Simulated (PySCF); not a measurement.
C10H7N3.

```xyz
20

C      0.0000     0.0000     2.7979
C      0.0000    -1.2039     2.1065
C      0.0000    -1.2172     0.6989
C      0.0000    -2.4038    -0.0702
C      0.0000    -2.3044    -1.4463
N      0.0000    -1.1497    -2.1113
C      0.0000     0.0000    -1.4370
N      0.0000     1.1497    -2.1113
C      0.0000     2.3044    -1.4463
C      0.0000     2.4038    -0.0702
C      0.0000     1.2172     0.6989
C      0.0000     1.2039     2.1065
N      0.0000     0.0000     0.0033
H      0.0000     0.0000     3.8905
H      0.0000    -2.1636     2.6220
H      0.0000    -3.3638     0.4442
H      0.0000    -3.2135    -2.0600
H      0.0000     3.2135    -2.0600
H      0.0000     3.3638     0.4442
H      0.0000     2.1636     2.6220
```
Charge 0, spin multiplicity 1.

Geometry optimised at B3LYP-D3(BJ)/def2-SVP.

Calculation: PBE/pcSseg-1 (PySCF). Non-relativistic, no solvent.

Computed absolute GIAO shielding of each atom: isotropic value and principal components (ppm):
```json
[
 {"atom": "C1", "σ(iso)": "36.6", "σ11": "-68.5", "σ22": "19.4", "σ33": "158.9", "span": "227.4"},
 {"atom": "C2", "σ(iso)": "67.5", "σ11": "-7.4", "σ22": "71.2", "σ33": "138.7", "span": "146.1"},
 {"atom": "C3", "σ(iso)": "20.1", "σ11": "-50.2", "σ22": "5.7", "σ33": "104.9", "span": "155.1"},
 {"atom": "C4", "σ(iso)": "72.1", "σ11": "-9.2", "σ22": "86.5", "σ33": "138.9", "span": "148.1"},
 {"atom": "C5", "σ(iso)": "17.2", "σ11": "-86.1", "σ22": "18.3", "σ33": "119.6", "span": "205.7"},
 {"atom": "N6", "σ(iso)": "-20.0", "σ11": "-227.4", "σ22": "-65.2", "σ33": "232.5", "span": "459.9"},
 {"atom": "C7", "σ(iso)": "17.8", "σ11": "-30.7", "σ22": "25.6", "σ33": "58.5", "span": "89.2"},
 {"atom": "N8", "σ(iso)": "-20.0", "σ11": "-227.4", "σ22": "-65.2", "σ33": "232.5", "span": "459.9"},
 {"atom": "C9", "σ(iso)": "17.2", "σ11": "-86.1", "σ22": "18.3", "σ33": "119.6", "span": "205.7"},
 {"atom": "C10", "σ(iso)": "72.1", "σ11": "-9.2", "σ22": "86.5", "σ33": "138.9", "span": "148.1"},
 {"atom": "C11", "σ(iso)": "20.1", "σ11": "-50.2", "σ22": "5.7", "σ33": "104.9", "span": "155.1"},
 {"atom": "C12", "σ(iso)": "67.5", "σ11": "-7.4", "σ22": "71.2", "σ33": "138.7", "span": "146.1"},
 {"atom": "N13", "σ(iso)": "27.4", "σ11": "-49.9", "σ22": "-38.5", "σ33": "170.7", "span": "220.7"},
 {"atom": "H14", "σ(iso)": "26.0", "σ11": "24.2", "σ22": "26.3", "σ33": "27.6", "span": "3.4"},
 {"atom": "H15", "σ(iso)": "27.2", "σ11": "25.3", "σ22": "28.1", "σ33": "28.3", "span": "2.9"},
 {"atom": "H16", "σ(iso)": "27.5", "σ11": "24.9", "σ22": "28.2", "σ33": "29.4", "span": "4.5"},
 {"atom": "H17", "σ(iso)": "25.2", "σ11": "23.0", "σ22": "26.0", "σ33": "26.5", "span": "3.6"},
 {"atom": "H18", "σ(iso)": "25.2", "σ11": "23.0", "σ22": "26.0", "σ33": "26.5", "span": "3.6"},
 {"atom": "H19", "σ(iso)": "27.5", "σ11": "24.9", "σ22": "28.2", "σ33": "29.4", "span": "4.5"},
 {"atom": "H20", "σ(iso)": "27.2", "σ11": "25.3", "σ22": "28.1", "σ33": "28.3", "span": "2.9"}
]
```
